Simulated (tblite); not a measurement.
Start geometry of `ClC(Cl)C=C1C=CC=C1` from a force field or distance geometry (Å):
```
atom  x, y, z in Å
Cl1    3.363    0.128    1.411
C2     2.285   -0.609    0.186
Cl3    3.257   -1.120   -1.214
C4     1.256    0.384   -0.240
C5    -0.074    0.248   -0.110
C6    -0.830   -0.858    0.436
C7    -2.123   -0.529    0.334
C8    -2.243    0.778   -0.273
C9    -1.022    1.250   -0.553
H10    1.863   -1.518    0.646
H11    1.647    1.286   -0.682
H12   -0.437   -1.774    0.857
H13   -2.967   -1.133    0.667
H14   -3.185    1.265   -0.475
H15   -0.795    2.209   -1.011
```

Problem. What comes out of this run: GFN2-xTB geometry optimisation, gas phase in tblite 0.8.0?

Solution. 
```
atom  x, y, z in Å
Cl1    3.3537    0.1178    1.4189
C2     2.2705   -0.6086    0.1940
Cl3    3.2448   -1.1314   -1.2133
C4     1.2745    0.3932   -0.2408
C5    -0.0541    0.2570   -0.1217
C6    -0.8276   -0.8515    0.4377
C7    -2.1305   -0.5386    0.3429
C8    -2.2634    0.7762   -0.2751
C9    -1.0392    1.2512   -0.5524
H10    1.8354   -1.5039    0.6366
H11    1.6866    1.2899   -0.6845
H12   -0.4061   -1.7493    0.8468
H13   -2.9648   -1.1379    0.6595
H14   -3.2057    1.2576   -0.4616
H15   -0.7786    2.1863   -1.0088
```

The energy falls by 0.048 eV over 24 L-BFGS steps, the largest force on an atom goes from 1.21 to 0.009 eV/Å, and the atoms move by 0.024 Å rms after alignment. Among the bonds, C2–C4, C5–C6 and C5–C9 change most and about equally (-0.015 to +0.016 Å). Bonds longer at the end by more than 0.005 Å: 4 of 15; shorter: 6. Among the angles that change most is C5–C9–H15, from 127.1° to 123.6°. Rotational constants go from 2335, 588.3, 538.6 to 2326, 588.6, 538.4 MHz. The orientation of the end geometry is arbitrary; only internal coordinates are fixed.

Time: 0.31 s of wall time. Hardware: one thread, Arm Neoverse N1 (aarch64), shared host with 64 logical CPUs at a one-minute load of 26.

Its GFN2-xTB frequencies are all real (lowest 23 cm⁻¹). One conformer, not necessarily the lowest. 2 starts were optimised and ended at 0.00 and 1.19 kcal/mol (GFN2-xTB); the lowest of these is shown.

All values are computed, not measured.
